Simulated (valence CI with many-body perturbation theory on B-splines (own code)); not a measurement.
Level structure of Sc VIII

Calculated by relativistic CI+MBPT: four valence electrons over a frozen Dirac-Fock core [Ne], radial functions for each j: 11 s, 11 p, 10 d, 8 f, 5 g, 2 h, with the one-electron correlation potential Σ1 (screened to all orders), the two-electron term Σ2, the three-electron term Σ3, Breit, model QED; selected single and double excitations, second order for the rest, scaled by the run's own slope (own B-spline code, finite nucleus).

Against 25 measured levels this calculation errs by 139 cm⁻¹ on average and by 511 at most. These come from a selection out of Sugar and Corliss, J. Phys. Chem. Ref. Data 9, 473 (1980). Levels without a partner in it may be off by more. Among the levels kept, up to 620 cm⁻¹ of a level comes from second order outside the variational space, and about a tenth of that is noise between levels of different J, which matters for small intervals.

Levels 46 to 90 of 177, with energies above the lowest level, 3s2 3p2 3P_0. "Leading %" is the weight of the configuration and term that name the level; weights of strongly mixed levels are sums over their largest components and can fall short. In the jj column 3d3/2^4 stands for four electrons in 3d with j = 3/2.

```csv
No.,Configuration,Term,J,E (eV),Leading %,g,Leading jj
46,3s 3p2 3d,5P,3,56.231,98,1.667,3s 3p1/2 3p3/2 3d5/2 (51 %)
47,3s 3p2 3d,5P,2,56.381,98,1.833,3s 3p1/2 3p3/2 3d3/2 (29 %)
48,3s 3p2 3d,5P,1,56.476,98,2.500,3s 3p3/2^2 3d3/2 (47 %)
49,3s 3p2 3d,3P,2,57.906,68,1.500,3s 3p1/2 3p3/2 3d5/2 (42 %)
50,3s 3p2 3d,3P,1,58.253,68,1.499,3s 3p3/2^2 3d5/2 (27 %)
51,3s 3p2 3d,3P,0,58.455,67,,3s 3p3/2^2 3d5/2 (33 %)
52,3s 3p2 3d,3G,3,59.904,97,0.750,3s 3p1/2 3p3/2 3d3/2 (62 %)
53,3s 3p2 3d,3G,4,59.945,97,1.050,3s 3p1/2 3p3/2 3d5/2 (34 %)
54,3s 3p2 3d,3G,5,59.998,97,1.200,3s 3p1/2 3p3/2 3d5/2 (62 %)
55,3s 3p2 3d,3D,1,61.059,97,0.503,3s 3p1/2 3p3/2 3d5/2 (24 %)
56,3s 3p2 3d,3D,2,61.091,97,1.167,3s 3p1/2 3p3/2 3d5/2 (27 %)
57,3s 3p2 3d,3D,3,61.125,95,1.324,3s 3p1/2 3p3/2 3d5/2 (52 %)
58,3s 3p2 3d,1G,4,61.386,80,1.002,3s 3p1/2 3p3/2 3d5/2 (39 %)
59,3s 3p2 3d,1F,3,61.927,93,1.010,3s 3p1/2 3p3/2 3d3/2 (34 %)
60,3s 3p2 3d,3F,2,63.444,85,0.694,3s 3p1/2 3p3/2 3d3/2 (26 %)
61,3s 3p2 3d,3F,3,63.635,82,1.105,3s 3p1/2 3p3/2 3d5/2 (46 %)
62,3s 3p2 3d,3D,1,63.833,95,0.510,3s 3p1/2 3p3/2 3d5/2 (46 %)
63,3s 3p2 3d,3F,4,63.915,89,1.248,3s 3p3/2^2 3d3/2 (32 %)
64,3s 3p2 3d,3D,2,63.929,92,1.142,3s 3p3/2^2 3d5/2 (31 %)
65,3s 3p2 3d,3D,3,64.091,89,1.311,3s 3p3/2^2 3d5/2 (54 %)
66,3s 3p2 3d,1P,1,64.179,92,0.987,3s 3p1/2 3p3/2 3d3/2 (27 %)
67,3s 3p2 3d,3P,0,64.496,77,,3s 3p1/2 3p3/2 3d5/2 (40 %)
68,3s 3p2 3d,3P,1,64.568,76,1.500,3s 3p1/2 3p3/2 3d5/2 (37 %)
69,3s 3p2 3d,3P,2,64.707,72,1.498,3s 3p3/2^2 3d5/2 (38 %)
70,3s 3p2 3d,3S,1,65.705,96,1.994,3s 3p1/2 3p3/2 3d5/2 (34 %)
71,3s 3p2 3d,3D,1,66.223,95,0.507,3s 3p1/2 3p3/2 3d3/2 (31 %)
72,3s 3p2 3d,3D,2,66.333,93,1.161,3s 3p3/2^2 3d3/2 (35 %)
73,3s 3p2 3d,3D,3,66.619,93,1.325,3s 3p3/2^2 3d5/2 (53 %)
74,3s 3p2 3d,3F,2,67.050,87,0.676,3s 3p1/2 3p3/2 3d3/2 (45 %)
75,3s 3p2 3d,3F,3,67.136,86,1.094,3s 3p1/2 3p3/2 3d5/2 (29 %)
76,3s 3p2 3d,3F,4,67.238,91,1.250,3s 3p1/2 3p3/2 3d5/2 (50 %)
77,3s 3p2 3d,1D,2,67.660,57,1.000,3s 3p3/2^2 3d5/2 (23 %)
78,3s 3p2 3d,3D,3,69.650,94,1.330,3s 3p3/2^2 3d5/2 (39 %)
79,3s 3p2 3d,3D,2,69.827,95,1.163,3s 3p3/2^2 3d3/2 (35 %)
80,3s 3p2 3d,3D,1,69.948,96,0.499,3s 3p3/2^2 3d3/2 (56 %)
81,3s 3p2 3d,1D,2,70.352,66,1.001,3s 3p3/2^2 3d5/2 (32 %)
82,3s 3p2 3d,1S,0,71.422,46,,3p1/2^2 3p3/2^2 (21 %)
83,3s 3p2 3d,1P,1,72.595,90,1.033,3s 3p1/2 3p3/2 3d3/2 (45 %)
84,3s 3p2 3d,3P,2,73.206,83,1.497,3s 3p1/2 3p3/2 3d5/2 (39 %)
85,3s 3p2 3d,3P,1,73.440,77,1.467,3s 3p3/2^2 3d3/2 (30 %)
86,3s 3p2 3d,3P,0,73.506,81,,3s 3p3/2^2 3d3/2 (50 %)
87,3s2 3p 4s,3P°,0,74.818,95,,3s^2 3p1/2 4s (95 %)
88,3s2 3p 4s,3P°,1,74.952,87,1.458,3s^2 3p1/2 4s (85 %)
89,3s 3p2 3d,1F,3,75.171,94,1.000,3s 3p1/2 3p3/2 3d5/2 (41 %)
90,3s2 3p 4s,3P°,2,75.519,95,1.501,3s^2 3p3/2 4s (95 %)
```

Names give the largest LS component (configuration and term), which can be under half, so a name can repeat, a term be missing and a line seem to break the LS rules; names also repeat where a configuration has a term twice.
